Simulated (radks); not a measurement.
Zr V, 36 electrons, occupied as [Kr]. Method: scalar-relativistic Kohn-Sham, exchange-only LDA, spin-polarised, spherical densities, point nucleus; computed with a radial shooting solver on a logarithmic mesh with Libxc functionals.

X-ray form factor f0, the Fourier transform of the density (f0(0) = 36):

sin(theta)/lambda (1/angstrom),f0 (electrons)
0.05,35.641
0.1,34.616
0.15,33.069
0.2,31.194
0.25,29.187
0.3,27.208
0.4,23.693
0.5,20.903
0.6,18.654
0.8,14.947
1,11.865
1.25,9.016
1.5,7.249
2,5.552
